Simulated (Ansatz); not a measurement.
Reaction (formal loss of a carbene): `CO[SiH2][SiH2]Cl` → `[CH2]` (triplet) + `O[SiH2][SiH2]Cl`

Program: Ansatz. Geometries: PBE0-D4/def2-TZVP. ΔE: electronic, gas phase. CCSD(T)/CBS is the MP2 limit (def2-TZVPP, def2-QZVPP) plus CCSD(T) − MP2 in def2-TZVPP, frozen cores. This one scheme is used for every species. DFT in def2-TZVPP. HSE06 is defined as in plane-wave codes. Triplets are unrestricted, without spin–orbit coupling. One conformer a species, not always the lowest.

```
             level  ΔE (kJ/mol)  difference from CCSD(T)/CBS
         r2SCAN-D4        358.4                        -21.7
            B97M-V        383.0                          2.9
        r2SCANh-D4        356.6                        -23.5
        r2SCAN0-D4        354.2                        -25.9
          HSE06-D4        379.0                         -1.1
           ωB97M-V        384.5                          4.4
               PBE        382.4                          2.3
           r2SCANh        355.0                        -25.1
           r2SCAN0        352.5                        -27.6
           LC-ωPBE        371.0                         -9.1
       HF/def2-SVP        261.5                       -118.6
  CCSD(T)/def2-SVP        374.7                         -5.4
   CCSD/def2-TZVPP        361.9                        -18.2
    MP2/def2-QZVPP        384.5                          4.4
SCS-MP2/def2-QZVPP        391.9                         11.8
      HF/CBS(def2)        248.6                       -131.5
       CCSD(T)/CBS        380.1                            0
```

Largest T1 diagnostic among the species: 0.011.

From PBE to PBE0 (25 % exact exchange), in def2-TZVPP and without D4, ΔE moves by −8.1 kJ/mol. The D4 term adds +7.8 kJ/mol with B3LYP and +4.3 kJ/mol with PBE0; it sums over pairs of atoms, weighted by their polarisabilities, and B3LYP, whose exchange is more repulsive, gets the larger term. Leaving LDA and LC-ωPBE aside and taking each functional with its dispersion term where it has one, the values, not all of them listed here, spread over 41.9 kJ/mol, from r2SCAN0-D4 to ωB97X-V. LDA lies +68.2 kJ/mol from PBE without D4.

B3LYP here is the variant with VWN-RPA as its local correlation; programs differ in this.
